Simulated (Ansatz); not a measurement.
`C/C=[CH]\[GaH][SH]`, charge 0, multiplicity 1.

Q: Give a relaxed structure at PBE0-D4/def2-TZVP (Ansatz 0.2.0). (Best estimate.)

A: The calculation gave: 
```xyz
12

C     1.325   -0.687    0.481
C     0.791   -0.470   -0.892
C    -0.419   -0.018   -1.227
Ga   -1.873    0.502   -0.043
S    -1.530    1.629    1.826
H     1.650   -1.725    0.604
H     0.589   -0.467    1.256
H     2.210   -0.065    0.656
H     1.484   -0.733   -1.693
H    -0.637    0.038   -2.293
H    -3.386    0.234   -0.330
H    -0.205    1.762    1.653
```
This is one stationary point; other conformers may exist.
